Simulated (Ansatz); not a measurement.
`C[O][Sb]([SiH3])[O]C`, charge 0, multiplicity 1.

(1) Give a relaxed structure at PBE0-D4/def2-TZVP (Ansatz). (Best estimate.)

Answers

(1) The calculation gave: 
```xyz
15

C     1.148   -0.731   -2.026
O     0.243   -1.092   -1.012
Sb   -1.069    0.227   -0.367
Si   -1.957   -1.529    1.312
O    -0.022    1.048    1.085
C     0.789    2.164    0.809
H     1.445   -1.635   -2.564
H     2.051   -0.270   -1.607
H     0.716   -0.032   -2.756
H    -2.908   -0.877    2.252
H    -0.808   -2.100    2.057
H    -2.677   -2.600    0.572
H     0.362    2.824    0.041
H     0.900    2.747    1.727
H     1.788    1.857    0.476
```
Point group Cs.
This is one stationary point; other conformers may exist.
